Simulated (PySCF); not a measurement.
Species: C7H10O.
Structure used (GFN2-xTB), in Å, numbered top down from 1:
```xyz
18
C7H10O angstrom
C     -0.7641    1.8272   -0.1203
C     -0.8983    0.5113   -0.1922
C     -2.0496   -0.3748   -0.6052
C     -1.1486   -1.6000   -0.3433
C     -0.0485   -0.6519    0.0718
C      1.1859   -0.8519    0.5219
C      2.1447    0.2600    0.8493
O      2.6122    0.9286   -0.3057
H     -1.5824    2.4804   -0.3753
H      0.1431    2.3075    0.2037
H     -2.3661   -0.2494   -1.6395
H     -2.9234   -0.3026    0.0403
H     -1.4916   -2.2658    0.4472
H     -0.9177   -2.1936   -1.2267
H      1.5527   -1.8640    0.6195
H      1.6589    0.9779    1.5293
H      3.0370   -0.1328    1.3393
H      1.8469    1.2004   -0.8256
```

Vertical excitations from PySCF (density fitting, frozen core in the response, grid level 2 and gas phase unless stated; continuum runs use non-equilibrium linear response for the excitations) on a GFN2-xTB geometry. Reference run:

| settings | S1, eV (f) | S2, eV (f) | S3, eV (f) | S4, eV (f) | S5, eV (f) | S6, eV (f) | T1, eV (Tamm–Dancoff) | mean α (au) |
| --- | --- | --- | --- | --- | --- | --- | --- | --- |
| B97-D/cc-pVDZ, TDA, 3 singlets | 3.92 (0.003) | 5.19 (0.274) | 5.61 (0.057) | – | – | – | – | 80.3 |

Q: What do these settings give: PBE0/def2-SVPD, IEF-PCM chloroform, TDA, 6 singlets?

A: 
| settings | S1, eV (f) | S2, eV (f) | S3, eV (f) | S4, eV (f) | S5, eV (f) | S6, eV (f) | T1, eV (Tamm–Dancoff) | mean α (au) |
| --- | --- | --- | --- | --- | --- | --- | --- | --- |
| PBE0/def2-SVPD, IEF-PCM chloroform, TDA, 6 singlets | 5.11 (0.373) | 5.38 (0.036) | 6.28 (0.012) | 6.37 (0.023) | 6.50 (0.042) | 6.65 (0.069) | – | 111.6 |

S1 moves by +1.19 eV; functional, basis and environment change together, so the shift can't be laid on one. States are counted by energy in each run and needn't keep their character from row to row.

Q: Give the leading configurations of S1 (H = HOMO, L = LUMO) and the HOMO–LUMO gap of each run.

A: 
| settings | S1 configurations (weight) | S1 (eV) | orbital gap (eV) | S1 − gap (eV) |
| --- | --- | --- | --- | --- |
| B97-D/cc-pVDZ, TDA, 3 singlets | H−1→L 0.82, H→L 0.18 | 3.92 | 3.52 | +0.40 |
| PBE0/def2-SVPD, IEF-PCM chloroform, TDA, 6 singlets | H→L 0.90 | 5.11 | 5.38 | -0.27 |

The structure is a single GFN2-xTB conformer; no vibrational corrections.
